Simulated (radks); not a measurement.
The numbers below are computed, except where a source is named.
Fe II, configuration [Ar] 3d6 4s1 (the NIST ground configuration).

Level of theory: scalar-relativistic Kohn-Sham, r2SCAN, spin-polarised, spherical densities, finite nucleus; open shells are filled with parallel spins first; meta-GGA in the generalised Kohn-Sham scheme; Fermi nuclear charge, rms radius 3.7377 fm (a radial shooting solver on a logarithmic mesh with Libxc functionals).

Energy parts (eV):
| part | energy |
|---|---|
| total | -34627.321 |
| kinetic | 35043.108 |
| electron-nucleus | -82601.019 |
| Hartree | 14448.779 |
| exchange-correlation | -1518.189 |

Orbitals (lengths in bohr, moments of r in powers of bohr; r(max) is where P^2 peaks; r(90%) holds 90 % of the orbital's charge):
orbital,occ.,eigenvalue (eV),r(90%),<r>,r(max),<r^4>
1s up,1,-7031.105,0.104,0.05846,0.03827,0.00005449
1s down,1,-7031.086,0.104,0.05847,0.03827,0.00005449
2s up,1,-837.6471,0.413,0.2666,0.2222,0.01234
2s down,1,-835.2123,0.412,0.2661,0.2220,0.01222
2p up,3,-713.2405,0.386,0.2356,0.1800,0.009504
2p down,3,-711.3765,0.385,0.2351,0.1798,0.009384
3s up,1,-107.7552,1.21,0.8097,0.6998,0.9295
3s down,1,-102.1529,1.22,0.8134,0.7014,0.9462
3p up,3,-72.4338,1.32,0.8568,0.7133,1.318
3p down,3,-66.8478,1.33,0.8621,0.7157,1.352
3d up,5,-17.8232,1.89,1.090,0.7120,6.478
4s up,1,-13.3936,3.92,2.644,2.263,100.1
3d down,1,-12.4318,2.04,1.153,0.7229,9.292
4s down,0,-9.9304,4.34,2.883,2.395,150.7

The highest occupied level is 3d down at -12.432 eV. The electron density at the nucleus is 1.52e+04 e/bohr^3 (large components only). The spin density at the nucleus is 7.134 e/bohr^3 (1s 0.141, 2s -2.495, 3s 1.634, 4s 7.854). For comparison, the ionisation energy in NIST's Atomic Spectra Database is 16.199 eV (measured). In exact Kohn-Sham theory the highest level is minus the ionisation energy, but local and semilocal functionals leave it too shallow, through self-interaction and a potential that decays too fast; potentials with the right tail come closer. Spin moment in Bohr magnetons: 5. The density falls to 0.001 e/bohr^3 at r = 3.84 bohr. Summed over all electrons, <r^2> = 24.89 bohr^2, which gives a Langevin (diamagnetic) susceptibility term of -19.7 x 10^-6 cm^3/mol.
